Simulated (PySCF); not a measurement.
From one molecule to another.

First species: C5H6F2OSi.
Z-matrix (Å and degrees, GFN2-xTB geometry), rows numbered from 1:
```
F 
C   1  1.3615
F   2  1.3602  1  105.49
C   2  1.4873  1  111.47  3   121.15
C   4  1.3687  2  127.01  1   -63.53
O   5  1.3310  4  110.36  2   179.81
C   6  1.3550  5  108.33  4    -0.16
Si  7  1.8776  6  117.19  5   179.39
C   7  1.3680  6  109.04  5     0.14
H   2  1.1007  1  107.58  3  -114.81
H   5  1.0725  4  131.24  2    -0.32
H   8  1.4616  7  108.03  6    45.75
H   8  1.4616  7  107.12  6   166.27
H   8  1.4637  7  108.67  6   -74.04
H   9  1.0707  4  126.76  2     0.09
```

Second species: C5H6F2OSi.
SMILES: `O=C1C=C(C(F)F)C[SiH2]1`

Levels: CAM-B3LYP/def2-SVPD for dipole moment, HOMO energy, LUMO energy, HOMO–LUMO gap, static isotropic polarisability and electronic spatial extent ⟨r²⟩ about the centre of nuclear charge; TDDFT CAM-B3LYP/def2-SVPD for lowest singlet excitation; TDA CAM-B3LYP/def2-SVPD for lowest triplet excitation (Tamm–Dancoff); GFN2-xTB for rotational constant A and rotational constant C. Geometries: GFN2-xTB. Each species is one conformer at its optimised geometry, gas phase, non-relativistic unless stated. Electronic properties by PySCF.

The conformers computed, where there is a choice (atom-mapped SMILES and torsion angles):
- `[F:1][CH:2]([F:3])[c:4]1[cH:5][o:6][c:7]([SiH3:8])[cH:9]1`: F1–C2–C4–C5 -64°
- `[O:1]=[C:2]1[CH:3]=[C:4]([CH:5]([F:6])[F:7])[CH2:8][SiH2:9]1`: C3–C4–C5–F6 -4°

**Question.** Which has the higher rotational constant A?

**Answer.** The first: 4.224 GHz against 2.536 GHz, a difference of 1.688 GHz.

**Question.** Which of the two has the higher dipole moment, and by how much?

**Answer.** The second: 3.74 D against 2.27 D, a difference of 1.47 D.

**Question.** Which of the two has the higher LUMO energy, and by how much?

**Answer.** The first: 0.34 eV against -1.15 eV, a difference of 1.49 eV.

**Question.** Which of the two has the higher HOMO–LUMO gap, and by how much?

**Answer.** The first: 8.74 eV against 7.25 eV, a difference of 1.49 eV.

**Question.** Which of the two has the higher ⟨r²⟩, and by how much?

**Answer.** The first: 1823 bohr² against 1558 bohr², a difference of 265 bohr².

**Question.** Which of the two has the higher S1 energy, and by how much?

**Answer.** The first: 5.86 eV against 2.97 eV, a difference of 2.89 eV.

**Question.** Which has the higher rotational constant C?

**Answer.** The second: 0.676 GHz against 0.594 GHz, a difference of 0.082 GHz.

**Question.** Which has the higher T1 energy?

**Answer.** The first: 3.79 eV against 2.43 eV, a difference of 1.36 eV.

On the first: The 8 singlets span 5.86 to 7.67 eV, and their oscillator strengths add up to 0.77. The polarisability is 13.07 Å³ as a volume (1 au = 0.148185 Å³), or 1.16 au for each of the 76 electrons.

On the second: S1 lies 4.28 eV below the HOMO–LUMO gap; its leading configuration is HOMO→LUMO, weight 0.95.
